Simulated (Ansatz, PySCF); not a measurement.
Isomers of CH6OSi: 1 is O[SiH2]C, 2 is CO[SiH3]; one conformer of each (the lowest of an xTB search), B3LYP-D3(BJ)/def2-TZVP minima.
Isomer 1 (charge 0, multiplicity 1):
```xyz
9

C     -1.2352    -0.1949     0.0484
Si     0.5249     0.4056     0.0297
O      1.4788    -0.9225    -0.2378
H     -1.9223     0.6366     0.2209
H     -1.3855    -0.9308     0.8403
H     -1.4962    -0.6604    -0.9038
H      0.8779     1.0504     1.3220
H      0.7274     1.4181    -1.0401
H      2.4301    -0.8021    -0.2795
```
Isomer 2 (charge 0, multiplicity 1):
| atom | x (Å) | y (Å) | z (Å) |
|---|---|---|---|
| C | 1.3414 | -0.2545 | -0.1592 |
| O | 0.2510 | -0.1155 | 0.7372 |
| Si | -1.2814 | 0.2343 | 0.2502 |
| H | 2.2339 | -0.4753 | 0.4257 |
| H | 1.1734 | -1.0740 | -0.8655 |
| H | 1.5120 | 0.6676 | -0.7244 |
| H | -1.3266 | 1.5360 | -0.4648 |
| H | -2.1064 | 0.2919 | 1.4726 |
| H | -1.7972 | -0.8104 | -0.6717 |

No zero-point or thermal terms.

Frozen-core correlation. Rows in 6-31G* carry no dispersion term and start afresh at each structure (6-31G* with six Cartesian d functions).

Run with Ansatz (a first-principles code) with Gaussian orbitals; PySCF for 6-31G* rows. 

Task: One of these levels gives 16.49 kcal/mol for the electronic energy of isomer 2 less that of isomer 1. Name it.
(A) B3LYP/6-31G*
(B) CCSD(T)/cc-pV(D+d)Z
(C) SVWN5/def2-TZVPP

Result: A, B3LYP/6-31G*. The others give 25.09 (SVWN5/def2-TZVPP), 20.72 (CCSD(T)/cc-pV(D+d)Z)
